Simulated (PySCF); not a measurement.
SMILES [NH2][SnH]([NH2])[NH2] (PBE0/def2-SVP optimised geometry):

```
11

Sn    -0.366    -1.202     0.000
N     -0.950    -2.269     1.639
N     -0.994    -2.004    -1.762
N     -1.354     0.584     0.000
H      1.354    -1.202     0.000
H     -1.897    -2.058     1.948
H     -0.331    -2.166     2.441
H     -0.591    -2.922    -1.941
H     -2.007    -2.106    -1.804
H     -1.098     1.202     0.767
H     -1.225     1.101    -0.868
```

Method: PySCF with PBE0/def2-TZVP, def2 effective core potentials past Kr.

Problem. What are the frontier orbital energies and the dipole moment?

Solution. HOMO-2 -7.39 eV, HOMO-1 -7.21 eV, HOMO -7.17 eV, LUMO -0.05 eV, LUMO+1 0.48 eV; dipole moment 1.32 D.

On the same geometry PBE/def2-TZVP, def2 effective core potentials past Kr in PySCF 2.14.0 gives HOMO-2 -5.96 eV, HOMO-1 -5.77 eV, HOMO -5.73 eV, LUMO -0.97 eV, LUMO+1 -0.26 eV; dipole moment 1.22 D.
